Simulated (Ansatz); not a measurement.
`CC([SiH3])BCl` + `[AlH3]` → `[AlH2][BH]Cl` + `CC[SiH3]`  (formal exchange of groups at a B–C bond)

Calculated with Ansatz (gas phase, PBE0-D4/def2-TZVP geometries, no zero-point term in ΔE). CCSD(T)/CBS adds triple-zeta CCSD(T) − MP2 to the extrapolated MP2 energy (def2 sets, frozen cores). This one scheme is used for every species. DFT in def2-TZVPP. One conformer a species, not always the lowest.

(1) Is it downhill or uphill in electronic energy at CCSD(T)/CBS, and by how much? (Best estimate.)

(2) What do these levels give: ωB97M-V, B2PLYP, PBE, r2SCAN, PBE0, HF/def2-TZVPP, SCS-MP2/def2-TZVPP, CCSD/def2-TZVPP, CCSD(T)/def2-TZVPP, SCS-MP2/def2-QZVPP, MP2/CBS(def2), CCSD/CBS(def2)? (Estimate.)

Largest T1 diagnostic among the species: 0.013.

Results:

(1) The calculation gave: Uphill: ΔE = +50.0 kJ/mol.

(2) Ansatz gave: ωB97M-V 55.5, B2PLYP 47.9, PBE 39.9, r2SCAN 49.7, PBE0 42.9, HF/def2-TZVPP 41.8, SCS-MP2/def2-TZVPP 55.4, CCSD/def2-TZVPP 48.8, CCSD(T)/def2-TZVPP 51.1, SCS-MP2/def2-QZVPP 54.5, MP2/CBS(def2) 60.0, CCSD/CBS(def2) 47.7 kJ/mol.

The D4 term adds +9.4 kJ/mol with B3LYP and +5.3 kJ/mol with PBE0; it sums over pairs of atoms, weighted by their polarisabilities, and B3LYP, whose exchange is more repulsive, gets the larger term. In def2-TZVPP, CCSD(T) changes the Hartree–Fock value by +9.3 kJ/mol (the triples alone add +2.2 kJ/mol) and MP2 by +19.3 kJ/mol.

B3LYP here is the variant with VWN-RPA as its local correlation; programs differ in this.
